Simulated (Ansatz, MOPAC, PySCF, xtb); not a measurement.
Torsion H4–C1–Ge2–F3 in CH3FGe (SMILES [CH3][Ge][F]); at each angle all else is relaxed with GFN2-xTB, and the levels are single points there.
Geometry at 60° (charge 0, multiplicity 1):
```json
[
 {"atom": "C", "x (Å)": "-0.5868", "y (Å)": "-0.0123", "z (Å)": "-0.0021"},
 {"atom": "Ge", "x (Å)": "1.2664", "y (Å)": "-0.8498", "z (Å)": "-0.1033"},
 {"atom": "F", "x (Å)": "0.8471", "y (Å)": "-2.2003", "z (Å)": "1.0465"},
 {"atom": "H", "x (Å)": "-0.8064", "y (Å)": "0.2729", "z (Å)": "1.0274"},
 {"atom": "H", "x (Å)": "-1.3385", "y (Å)": "-0.7408", "z (Å)": "-0.3075"},
 {"atom": "H", "x (Å)": "-0.6850", "y (Å)": "0.8707", "z (Å)": "-0.6327"}
]
```

| level | energy at 0° less that at 60° (meV) | minus CCSD(T)/CBS(cc-pVTZ, cc-pVQZ) | cost |
|---|---|---|---|
| PM3 | -5.3 | -22.5 | - |
| PM6 | 8.1 | -9.1 | - |
| GFN2-xTB | 10.3 | -6.9 | - |
| HF/cc-pVDZ | 18.2 | 0.9 | - |
| B3LYP/3-21G | 17.2 | 0.0 | - |
| B3LYP/6-31G* | 13.1 | -4.1 | - |
| B3LYP/LANL2DZ | 31.0 | 13.8 | - |
| B3LYP/def2-TZVPP | 14.6 | -2.6 | ×2 |
| M06-2X/6-31G* | 16.3 | -0.9 | - |
| M06-2X/def2-TZVPP | 18.6 | 1.4 | - |
| MP2/cc-pVDZ | 13.1 | -4.1 | - |
| MP2/cc-pVQZ | 18.1 | 0.9 | - |
| CCSD(T)/cc-pVDZ | 12.9 | -4.3 | ×2 |
| CCSD(T)/CBS(cc-pVTZ, cc-pVQZ) | 17.2 | 0.0 | ×800* |

 The comparison column counts from a level with limits of its own.

The rows run from -5.3 (PM3) to 31.0 meV (B3LYP/LANL2DZ). From cc-pVDZ to cc-pVQZ MP2 changes by 5.0.

On the grid 0° to 120°, 0° is the highest and 60° the lowest point at CCSD(T)/CBS(cc-pVTZ, cc-pVQZ).

Frozen-core correlation. Filled d and f shells under p-block atoms count as core. CBS: X⁻³ extrapolation of the correlation energy, Hartree–Fock from the larger set. Rows in 3-21G, 6-31G*, LANL2DZ carry no dispersion term and start afresh at each structure (6-31G* with six Cartesian d functions); the Pople sets are all-electron and without relativity. LANL2DZ brings its own core potentials from Na on. The state that PM3, PM6 reach isn't checked.

Codes used: Ansatz (Gaussian basis) for Hartree–Fock, density functionals and correlated methods; MOPAC for PM3, PM6 (differences of heats of formation); PySCF for 3-21G rows, 6-31G* rows, LANL2DZ rows, M06-2X; xtb for the GFN methods. Each number belongs to the level named beside it.

Costs are rough ratios of core time to PBE/def2-TZVPP (about 2.5 s over the structures, on one shared machine); a dash marks a level with no comparable run of its own. A star marks coupled-cluster runs past 200 virtual orbitals, where the program's memory plan changes under this machine's limit, so their costs aren't comparable with smaller runs.

Ansatz is a program for electronic structure.
